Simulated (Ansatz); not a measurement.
`CCN[SiH3]` and `CCNC` differ in one atom or group.

Ansatz, PBE0-D4/def2-TZVP geometries, multiplicity 1. Each molecule was computed in one conformer, which needn't be the lowest.

| property | `CCN[SiH3]` |
| --- | --- |
| HOMO energy (PBE/def2-TZVPP) / eV | -5.43 |
| ideal-gas entropy at 298 K and 1 bar (rigid rotor, harmonic PBE0-D4/def2-TZVP) / J/(mol·K) | 332 |
| LUMO energy (PBE/def2-TZVPP) / eV | -0.31 |
| LUMO energy (PBE0/def2-TZVPP) / eV | 0.52 |
| LUMO energy (B3LYP/def2-TZVPP) / eV | 0.27 |
| HOMO energy (B3LYP/def2-TZVPP) / eV | -6.56 |

What does the change do to each property? (Best estimate.)

Ansatz gave: 
```
                                                                                  property  `CCNC`  shift
                                                         HOMO energy (PBE/def2-TZVPP) / eV   -4.95   0.48
ideal-gas entropy at 298 K and 1 bar (rigid rotor, harmonic PBE0-D4/def2-TZVP) / J/(mol·K)     303    -29
                                                         LUMO energy (PBE/def2-TZVPP) / eV    0.41   0.72
                                                        LUMO energy (PBE0/def2-TZVPP) / eV    1.23   0.71
                                                       LUMO energy (B3LYP/def2-TZVPP) / eV    0.88   0.61
                                                       HOMO energy (B3LYP/def2-TZVPP) / eV   -6.16   0.40
```

With PBE0 the HOMO rises by 0.40 eV and the LUMO rises by 0.71 eV, so the gap widens by about 0.31 eV. PBE moves the HOMO by 0.48 eV and ωB97M-V by 0.36 eV. Modes under 60 cm⁻¹, often nearly free rotors, make the harmonic entropy too high.

B3LYP here is the variant with VWN-RPA as its local correlation; programs differ in this.
